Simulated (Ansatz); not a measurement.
Reaction (SMILES): Cl[SiH2]Cl [dichlorosilane] → Cl[SiH2]Cl as doublet, charge -1 (an electron is taken up)
Structures are relaxed separately at B3LYP-D3(BJ)/def2-TZVP in Ansatz (a quantum-chemistry and plane-wave program). A spin state is the lowest found, not a proven ground state.
Geometry of the first species:
```
Si
H 1 1.4701
H 1 1.4701 2 112.80
Cl 1 2.0521 2 108.47 3 120.19
Cl 1 2.0521 2 108.47 3 -120.19
```

Property: adiabatic electron affinity (electronic energy difference), positive where the reaction releases energy, in eV. Valence correlation only, unless marked. UHF or UKS for open shells. Spin-orbit coupling is left out. Non-relativistic. Anions need diffuse functions: aug- sets have them; def2-D sets add few; the other sets have none. CBS marks a two-point X^-3 extrapolation of the correlation energy; Hartree-Fock from the larger set. The bracket is a focal-point correction in the basis named.

```json
[
 {"level": "r2SCAN/def2-TZVPD", "program": "Ansatz", "adiabatic electron affinity (eV)": "0.38"},
 {"level": "PBE0/6-31G*", "program": "Ansatz", "adiabatic electron affinity (eV)": "0.35"},
 {"level": "LC-wPBE-D4/def2-TZVPD", "program": "Ansatz + dftd4", "adiabatic electron affinity (eV)": "[?]"},
 {"level": "wB97X-V/def2-TZVPD", "program": "Ansatz", "adiabatic electron affinity (eV)": "[?]"},
 {"level": "CCSD/aug-cc-pV(D+d)Z", "program": "Ansatz", "adiabatic electron affinity (eV)": "0.31"},
 {"level": "RI-MP2/CBS(aug-cc-pV(T+d)Z,aug-cc-pV(Q+d)Z)+[CCSD(T)-MP2]/aug-cc-pV(D+d)Z", "program": "Ansatz", "adiabatic electron affinity (eV)": "[?]"}
]
```

Task: Complete the blanks.

Result: 
- LC-wPBE-D4/def2-TZVPD, adiabatic electron affinity (eV): 0.28
- wB97X-V/def2-TZVPD, adiabatic electron affinity (eV): 0.16
- RI-MP2/CBS(aug-cc-pV(T+d)Z,aug-cc-pV(Q+d)Z)+[CCSD(T)-MP2]/aug-cc-pV(D+d)Z, adiabatic electron affinity (eV): 0.14
